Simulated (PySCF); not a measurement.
C₇H₁₀O.
SMILES with atom numbers: `[CH3:1][CH2:2][C:3]1=[CH:4][CH2:5][CH:6]=[CH:7][O:8]1`

Probes without a nucleus sit at each ring's centroid and 1 Å off its mean plane on both sides; NICS is minus the shielding there, NICSzz its component along the normal. Level: GIAO PBE0/pcSseg-1 (PySCF, non-relativistic, gas phase) on the GFN2-xTB geometry, one conformer.

Ring bond lengths (Å), with Mayer bond orders in brackets: C3–C4 1.327 (1.77), C4–C5 1.503 (1.03), C5–C6 1.502 (1.03), C6–C7 1.323 (1.86), C7–O8 1.362 (1.00), O8–C3 1.376 (0.95).

Task: What do the NICS probes read (ppm)?

Result: 
| ring | type | NICS(0) | NICS(1), two faces | NICS(1)zz, two faces | rms pucker (Å) | centre to ring atoms, mean (Å) |
| --- | --- | --- | --- | --- | --- | --- |
| C3–C4–C5–C6–C7–O8 | 6-membered ring with O; formal bonds 2 double, 4 single | 3.3 | 0.7 / 0.9 | 7.5 / 7.3 | 0.00 | 1.40 |

Task: What can be read from them?

Result: 
- C3–C4–C5–C6–C7–O8: mean NICS(1)zz 7.4 ppm, deshielded. C5 has four or more neighbours, and the NICS criterion for π rings isn't applied.

Task: What are the shieldings of the ring atoms and their hydrogens in the same run (means over atoms taken as equivalent)?

Result: 
```
       atoms                    environment  σ isotropic (ppm)
          C3  vinylic carbon bearing oxygen               25.6
          C4               alkene CH carbon               85.9
          C5                 allylic carbon              161.0
          C6               alkene CH carbon               81.1
          C7  vinylic carbon bearing oxygen               38.5
          O8            cyclic ether oxygen              168.7
     H on C4               vinylic hydrogen              27.08
H on C5 (×2)             methylene hydrogen              28.71
     H on C6               vinylic hydrogen              26.95
     H on C7               vinylic hydrogen              25.26
```

The run took 53 s wall on Intel Xeon at 2.70 GHz, one thread, shared host with 64 logical CPUs at a one-minute load of 62, and the process peaked at 0.83 GiB of memory. This is the whole shielding run at PBE0/pcSseg-1, SCF included.

Conformer computed: `[CH3:1][CH2:2][C:3]1=[CH:4][CH2:5][CH:6]=[CH:7][O:8]1`: C1–C2–C3–C4 -109°.
